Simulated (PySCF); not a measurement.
Cobalt: a sound run and one with changed settings

Sound run: Co [Ar] 3d7 4s2, Co⁺ [Ar] 3d8. Computed with PySCF 2.14 in x2c-TZVPall (6s5p4d1f, 48 functions), with the spin-free X2C one-electron Hamiltonian (Gaussian nucleus). In the sound run the correlated levels freeze [Ar]. The sound run starts from symmetry-adapted Hartree-Fock orbitals and uses a fine grid where one is needed.

Changed run: no relativity, point nucleus. This setting is unsound on purpose.

| species | method | sound run (hartree) | changed run (hartree) | converged |
| --- | --- | --- | --- | --- |
| Co | UHF | -1391.86947 | -1377.74448 | yes |
| Co | BP86 | -1393.45744 | -1379.33763 | yes |
| Co | B3LYP | -1393.28106 | -1379.16091 | yes |
| Co | MP2 | -1392.06962 | -1377.94100 | yes |
| Co⁺ | UHF | -1391.56509 | -1377.46335 | yes |
| Co⁺ | BP86 | -1393.16676 | -1379.07370 | yes |
| Co⁺ | B3LYP | -1392.98340 | -1378.88915 | yes |
| Co⁺ | MP2 | -1391.79683 | -1377.69247 | yes |

Ionisation energy of Co:

| method | sound run (eV) | changed run (eV) |
| --- | --- | --- |
| UHF | 8.283 | 7.650 |
| BP86 | 7.910 | 7.182 |
| B3LYP | 8.100 | 7.395 |
| MP2 | 7.423 | 6.763 |
| SCS-MP2 | 7.502 | 6.851 |

Most of the change in total energy is the relativistic energy itself. On top of that the contraction fixes the core shape for the Hamiltonian it was made with, so the changed run is not a good calculation with the other Hamiltonian either.

For comparison, NIST gives 7.881 eV between the lowest levels.
